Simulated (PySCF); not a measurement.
In(F)(Cl)(NH2) (ClFH2InN), SMILES [NH2][In]([F])[Cl]. Geometry: B3LYP-D3(BJ)/def2-SVP. The def2 effective core potentials stand for the cores of In; spin–orbit coupling is left out. Other conformers were not sampled.

Computed with B3LYP-D3(BJ)/def2-SVP (PySCF).

Harmonic wavenumbers (cm⁻¹): 97, 124, 127, 244, 365, 475, 605, 632, 826, 1520, 3507, 3610. Rotational constants (GHz): 4.708, 2.299, 1.549; symmetry number 1.

Q: Work out the zero-point energy and the ideal-gas rigid-rotor harmonic-oscillator thermochemistry at 298.15 K and 1 atm.

A: ZPE = ½ Σ hcν = ½ × 12130 cm⁻¹ = 72.56 kJ/mol. H − E(el) = 91.86 kJ/mol. Entropy in J/(mol K): translation 173.87, rotation 114.44, vibration 59.36, total 347.67. G − E(el) = -11.80 kJ/mol. Cp = 88.05 J/(mol K). Modes under 150 cm⁻¹ make the vibrational entropy uncertain.
